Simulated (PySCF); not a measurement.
Identify the unknown among the candidates.

All candidates are C4H9NSSi2.

- Dipole: 1.51 D [PBE0/pcSseg-1]
- NMR, other nuclei: isotropic shieldings of nuclei other than C and H, by class: 259 (1 N), 386 (1 Si), 466 (1 Si), 245 (1 S) ppm [GIAO PBE0/pcSseg-1]
- Rotational structure: rotational constants A, B, C: 2.125, 0.723, 0.641 GHz [GFN2-xTB]
- 1H NMR: chemical shifts (computed TMS as zero) by class: 7.75 (1 H), 7.62 (1 H), 7.38 (1 H), 6.01 (1 H), 3.36 (3 H), 0.36 (2 H) ppm [GIAO PBE0/pcSseg-1]
- 13C NMR: chemical shifts (computed TMS as zero) by class: 143.6 (1 C), 142.1 (1 C), 139.1 (1 C), 131.8 (1 C) ppm [GIAO PBE0/pcSseg-1]

The electronic properties come from PySCF, for the isolated species, density fitting. Levels stand in brackets. One conformer (not necessarily the lowest) at the GFN2-xTB geometry, without solvent, vibrations or thermal averaging. NMR values are class means; diastereotopic atoms form classes of their own.

Question: Which candidate is it?
A. `[SiH3]N([SiH3])c1cccs1`
B. `N[Si@@H]([SiH3])c1cccs1`
C. `CS[C@@H]1[SiH2]C[Si@H]1C#N`
D. `N#C[C@H]1C[Si@H](S[SiH3])C1`

Answer: B. It is `N[Si@@H]([SiH3])c1cccs1`. Numbering: `[NH2:1][Si@@H:2]([SiH3:3])[c:4]1[cH:5][cH:6][cH:7][s:8]1`. Its formula, C4H9NSSi2, gives 3 degrees of unsaturation: 1 ring and 2 π bonds in the structure found (Kekulé form). 4 carbons fall into 4 classes; from least to most shielded: substituted aromatic carbon [C4] (143.6 ppm), aromatic CH next to a ring sulfur [C7] (142.1 ppm), aromatic CH carbon [C5] (139.1 ppm), aromatic CH carbon [C6] (131.8 ppm). Hydrogen classes from least to most shielded: 1 H on an aromatic CH carbon, C5 (7.75 ppm), 1 H on an aromatic CH next to a ring sulfur, C7 (7.62 ppm), 1 H on an aromatic CH carbon, C6 (7.38 ppm), 1 H on an SiH silicon, Si2 (6.01 ppm), 3 H on an SiH3 silicon, Si3 (3.36 ppm), 2 H on a silicon-bound nitrogen, N1 (0.36 ppm). The other shieldings belong to: 259 ppm, silicon-bound nitrogen [N1]; 386 ppm, SiH silicon [Si2]; 466 ppm, SiH3 silicon [Si3]; 245 ppm, thiophene-type sulfur [S8]. The optimised geometry has point group C1 and is an asymmetric top.

The others, at the same levels:
- `[SiH3]N([SiH3])c1cccs1` fails: its computed 13C shifts are 163.5 (1 C), 131.3 (1 C), 120.7 (1 C), 108.9 (1 C) ppm, 1H shifts are 7.04 (1 H), 6.52 (1 H), 6.22 (1 H), 4.90 (6 H) ppm and rotational constant A is 1.979 GHz (against 2.125 GHz).
- `CS[C@@H]1[SiH2]C[Si@H]1C#N` fails: its computed 13C shifts are 125.2 (1 C), 27.5 (1 C), 26.2 (1 C), -2.8 (1 C) ppm, 1H shifts are 5.25 (1 H), 4.91 (1 H), 4.62 (1 H), 2.27 (1 H), 2.01 (3 H), 0.99 (1 H), 0.97 (1 H) ppm and rotational constant A is 1.812 GHz (against 2.125 GHz).
- `N#C[C@H]1C[Si@H](S[SiH3])C1` fails: it has 3 carbon classes against 4; its computed 13C shifts are 129.5 (1 C), 27.1 (2 C), 18.6 (1 C) ppm, 1H shifts are 5.77 (1 H), 4.64 (3 H), 3.13 (1 H), 2.17 (2 H), 1.97 (2 H) ppm and rotational constant A is 3.531 GHz (against 2.125 GHz).

Each candidate is one conformer, not necessarily the lowest. Dipoles, sizes and rotational constants follow the conformer. The torsions of the flexible species, by atom-mapped SMILES:
- `[NH2:1][Si@@H:2]([SiH3:3])[c:4]1[cH:5][cH:6][cH:7][s:8]1`: N1–Si2–C4–C5 -25°, H–N1–Si2–Si3 -169°, H–N1–Si2–Si3 52°
- `[SiH3:1][N:2]([SiH3:3])[c:4]1[cH:5][cH:6][cH:7][s:8]1`: Si1–N2–C4–C5 6°
- `[CH3:1][S:2][C@@H:3]1[SiH2:4][CH2:5][Si@H:6]1[C:7]#[N:8]`: C1–S2–C3–Si4 -74°
- `[N:1]#[C:2][C@H:3]1[CH2:4][Si@H:5]([S:6][SiH3:7])[CH2:8]1`: C4–Si5–S6–Si7 -171°
